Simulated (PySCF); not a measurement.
These are PBE-D3(BJ)/def2-TZVP // PBE0-D3(BJ)/def2-TZVP (PySCF 2.14.0) values and carry that method's errors. All species are isolated molecules in the gas phase. 

Reference species (SMILES): `N#CC=O` (neutral, multiplicity 1).

| Quantity | Value |
|---|---|
| HOMO–LUMO gap | 3.30 eV |
| HOMO | -7.45 eV |
| LUMO | -4.15 eV |

Changed species: `O=c1cn1`.

Task: Predict the effect on the HOMO–LUMO gap, HOMO and LUMO.

Result: the HOMO–LUMO gap falls by 0.52 eV, to 2.78 eV; the HOMO rises by 1.33 eV, to -6.12 eV; the LUMO goes up by 0.81 eV, to -3.34 eV.
